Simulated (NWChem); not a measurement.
# Correlation energy of CHF

```xyz
3

C      0.5606    -0.4527     0.0000
F     -0.5266     0.2642     0.0000
H      1.3753     0.3381     0.0000
```
Charge 0, spin multiplicity 1.

All runs are NWChem calculations. Structure: optimised with B3LYP/def2-SVP, a minimum by its harmonic frequencies.

Basis set: STO-3G. Each correlation energy counts from its own Hartree-Fock reference.

The correlated methods keep 2 core orbitals frozen. The structure started from a generated list of species. Coupled-cluster values serve here as a point of comparison, not as the truth.

**Question.** One of these methods gave a correlation energy of -66.0 mHa. Which?
(A) MP2
(B) CCSD
(C) CCSD+T(CCSD)
(D) SCS-MP2

**Answer.** A, MP2. The others give -70.2 (SCS-MP2), -88.0 (CCSD), -94.3 (CCSD+T(CCSD)).
